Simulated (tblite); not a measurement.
A geometry optimisation, step by step.

Compound: C2H10F2SSi3.
Bonds: C1–S2, S2–C3, C3–F4, C3–F5, C3–Si6, Si6–Si7, Si7–Si8. Hydrogens: H9, H10, H11 on C1; H12, H13 on Si6; H14, H15 on Si7; H16, H17, H18 on Si8.

Computed with GFN2-xTB (tblite), gas phase: L-BFGS steps from a force-field or distance-geometry start until the largest atomic force falls under 0.01 eV/Å. 4 of its 268 geometries are shown.

Step 0: E = -740.6505 eV, largest atomic force 2.208 eV/Å
```
atom  x, y, z in Å  |  force x, y, z in eV/Å
C1      3.854    0.282    0.040    0.318  -0.281  -1.183
S2      2.111    0.433    0.593    0.471   0.251   1.616
C3      0.961    0.409   -0.799    1.334   0.792  -1.304
F4      0.319    1.624   -0.988    0.666  -0.599   0.011
F5      1.744    0.171   -1.913   -0.461   0.539  -0.057
Si6    -0.196   -1.028   -0.632   -0.088  -2.206  -0.025
Si7    -2.013   -0.622    0.559   -0.626  -0.395   1.377
Si8    -3.447    0.727   -0.478   -1.447   0.498  -0.628
H9      3.927   -0.582   -0.660   -0.127   0.582   0.402
H10     4.151    1.204   -0.503   -0.123  -0.572   0.510
H11     4.529    0.062    0.891   -0.858   0.415  -0.347
H12     0.555   -2.108    0.055    0.159   0.253  -0.391
H13    -0.549   -1.519   -1.970    0.276   0.162  -0.075
H14    -2.704   -1.923    0.732    0.242   0.147   0.100
H15    -1.750   -0.090    1.901    0.065  -0.143   0.088
H16    -4.805    0.302   -0.026    0.281   0.306  -0.212
H17    -3.436    0.531   -1.945   -0.007   0.176   0.244
H18    -3.262    2.132   -0.132   -0.073   0.075  -0.125
```

Step 89: E = -741.3925 eV, largest atomic force 0.110 eV/Å
```
atom  x, y, z in Å  |  force x, y, z in eV/Å
C1      3.525    0.729    0.142    0.011  -0.044   0.077
S2      2.057   -0.196    0.692   -0.019  -0.018  -0.019
C3      1.080   -0.219   -0.847    0.079   0.028   0.028
F4      0.581    1.039   -1.082    0.031   0.022   0.004
F5      1.903   -0.453   -1.905    0.017  -0.001   0.011
Si6    -0.367   -1.508   -0.802   -0.025  -0.016   0.015
Si7    -1.955   -0.705    0.686    0.032   0.060  -0.087
Si8    -3.209    0.931   -0.408    0.026   0.013   0.042
H9      4.177    0.060   -0.410   -0.005  -0.007  -0.074
H10     3.205    1.561   -0.474    0.002   0.050   0.015
H11     4.030    1.080    1.038   -0.073   0.018  -0.035
H12     0.368   -2.770   -0.686   -0.026   0.014  -0.008
H13    -0.821   -1.386   -2.197    0.023  -0.100   0.013
H14    -2.752   -1.863    1.123   -0.031   0.014  -0.014
H15    -1.335   -0.206    1.919    0.028  -0.004   0.021
H16    -4.626    0.900   -0.045   -0.045  -0.013  -0.005
H17    -3.113    0.711   -1.853   -0.051  -0.011  -0.031
H18    -2.756    2.301   -0.168    0.026  -0.005   0.048
```

Step 178: E = -741.4516 eV, largest atomic force 0.053 eV/Å
```
atom  x, y, z in Å  |  force x, y, z in eV/Å
C1      3.151    0.999    0.192    0.026  -0.030   0.020
S2      2.066   -0.406    0.576   -0.010  -0.023   0.015
C3      1.097   -0.484   -0.958   -0.024  -0.002  -0.006
F4      0.559    0.756   -1.211   -0.004   0.000  -0.004
F5      1.923   -0.707   -2.018   -0.003  -0.002   0.008
Si6    -0.327   -1.799   -0.803   -0.001  -0.008  -0.005
Si7    -1.886   -0.759    0.562   -0.001   0.007  -0.006
Si8    -2.877    1.134   -0.366    0.019   0.007  -0.025
H9      3.729    0.768   -0.697    0.018  -0.006  -0.018
H10     2.542    1.885    0.043   -0.016   0.050  -0.008
H11     3.802    1.123    1.050    0.012   0.017  -0.009
H12     0.405   -3.011   -0.429    0.002   0.006   0.004
H13    -0.720   -1.978   -2.206    0.013   0.003  -0.010
H14    -2.886   -1.783    0.906   -0.006  -0.005  -0.005
H15    -1.236   -0.444    1.844   -0.008  -0.005   0.021
H16    -4.234    1.340    0.145   -0.020   0.002   0.003
H17    -2.982    1.009   -1.823   -0.005   0.000   0.020
H18    -2.133    2.361   -0.082    0.007  -0.011   0.006
```

Step 267: E = -741.4770 eV, largest atomic force 0.009 eV/Å
```
atom  x, y, z in Å  |  force x, y, z in eV/Å
C1      2.780    1.320   -0.013   -0.004  -0.008  -0.002
S2      1.651    0.036    0.606    0.005   0.001   0.001
C3      1.041   -0.626   -0.973   -0.002  -0.005  -0.002
F4      0.496    0.400   -1.706   -0.004   0.008  -0.001
F5      2.091   -1.050   -1.728    0.002  -0.001   0.002
Si6    -0.285   -2.020   -0.695    0.007   0.001  -0.001
Si7    -2.068   -0.978    0.361    0.005   0.002  -0.001
Si8    -2.333    1.298   -0.049    0.002   0.002   0.003
H9      3.554    0.850   -0.612    0.001   0.002   0.001
H10     2.212    2.037   -0.601   -0.003   0.005  -0.003
H11     3.211    1.800    0.859    0.002  -0.001   0.002
H12     0.504   -3.055   -0.021   -0.003  -0.002  -0.002
H13    -0.477   -2.489   -2.072    0.002  -0.003   0.002
H14    -3.263   -1.749   -0.026    0.000   0.002   0.005
H15    -1.936   -1.245    1.803   -0.008  -0.002  -0.004
H16    -3.515    1.840    0.628   -0.004  -0.001  -0.001
H17    -2.489    1.576   -1.477    0.003  -0.002   0.003
H18    -1.183    2.061    0.439   -0.001   0.001  -0.002
```

Question: Summarise the path.

Answer: The energy falls by 0.8265 eV from step 0 to step 267; nine tenths of that is first reached at step 91. It rises by more than 0.2 meV at steps 228, 230 and 238. The largest force goes from 2.208 to 0.009 eV/Å. Among the bonds Si6–Si7 changes most, from 2.210 to 2.319 Å; the atoms move by 1.437 Å rms after alignment.

The cost below is that of the whole relaxation. Hardware: one thread, Arm Neoverse N1 (aarch64), shared host. Cost: 4.9 s.
